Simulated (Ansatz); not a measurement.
One change: `COC(C)C` becomes `CC(C)[O][GaH][OH]`.

Ansatz, PBE0-D4/def2-TZVP geometries, multiplicity 1. Each molecule was computed in one conformer, which needn't be the lowest.

Scalar relativity is left out up to krypton.

```json
{"property": "HOMO–LUMO gap (PBE/def2-TZVPP) / eV", "`COC(C)C`": "6.20"}
{"property": "HOMO–LUMO gap (PBE0/def2-TZVPP) / eV", "`COC(C)C`": "8.58"}
{"property": "LUMO energy (ωB97M-V/def2-TZVPP) / eV", "`COC(C)C`": "2.74"}
{"property": "LUMO energy (PBE0/def2-TZVPP) / eV", "`COC(C)C`": "1.28"}
{"property": "HOMO energy (PBE0/def2-TZVPP) / eV", "`COC(C)C`": "-7.30"}
{"property": "HOMO energy (ωB97M-V/def2-TZVPP) / eV", "`COC(C)C`": "-9.72"}
```

(1) What does the change do to each property? (An estimate is asked.)

Answers

(1) The calculation gave: 
```tsv
property	`CC(C)[O][GaH][OH]`	shift
HOMO–LUMO gap (PBE/def2-TZVPP) / eV	5.05	-1.15
HOMO–LUMO gap (PBE0/def2-TZVPP) / eV	7.35	-1.23
LUMO energy (ωB97M-V/def2-TZVPP) / eV	1.15	-1.59
LUMO energy (PBE0/def2-TZVPP) / eV	-0.50	-1.78
HOMO energy (PBE0/def2-TZVPP) / eV	-7.85	-0.55
HOMO energy (ωB97M-V/def2-TZVPP) / eV	-10.26	-0.54
```

With PBE0 the HOMO falls by 0.55 eV and the LUMO falls by 1.78 eV, so the gap narrows by about 1.23 eV. PBE moves the HOMO by -0.61 eV and ωB97M-V by -0.54 eV.
